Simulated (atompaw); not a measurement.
## Reading a pseudo-wave (rhodium (Rh))

Columns: radius, all-electron u(r) and pseudo u(r) of the 4d shell (level -7.95 eV) of rhodium in the configuration [Ar] 3d10 4s2 4p6 4d8 5s0.75 5p0; LDA (PW92), scalar-relativistic, PAW (atompaw) scheme, atompaw 4.2.0.5.

```tsv
r (bohr)	all-electron	pseudo
0.071	-0.0946	0.0007
0.142	-0.2968	0.0055
0.213	-0.4074	0.0182
0.285	-0.3838	0.0422
0.356	-0.2642	0.0787
0.427	-0.0954	0.1288
0.498	0.0873	0.1918
0.569	0.2618	0.2657
0.640	0.4160	0.3475
0.712	0.5461	0.4345
0.783	0.6475	0.5198
0.854	0.7238	0.6001
0.925	0.7778	0.6712
0.996	0.8128	0.7299
1.067	0.8320	0.7739
1.138	0.8387	0.8023
1.210	0.8354	0.8157
1.281	0.8246	0.8156
1.352	0.8080	0.8049
1.423	0.7873	0.7866
1.494	0.7636	0.7636
1.565	0.7379	0.7379
1.637	0.7107	0.7107
1.708	0.6831	0.6831
1.779	0.6552	0.6552
1.850	0.6275	0.6275
```

Question: How many radial nodes do the two functions have?

Answer: The all-electron 4d function has n − l − 1 = 1; the pseudo-wave has 0, since the states of the same l below it are removed with the core.

Question: At about which radius was the pseudo-wave matched?

Answer: 1.60 bohr. The columns agree to 0.0005 from 1.49 bohr on; several derivatives are matched, so the curves merge somewhat inside the radius.

Question: Where does each function peak?

Answer: Outermost all-electron maximum near 1.14 bohr, pseudo maximum near 1.21 bohr (to the table’s step).

Question: Is the pseudo-wave norm-conserving?

Answer: No, it belongs to a PAW set: the norm inside the radius is not constrained, and the difference is carried by the augmentation charge.
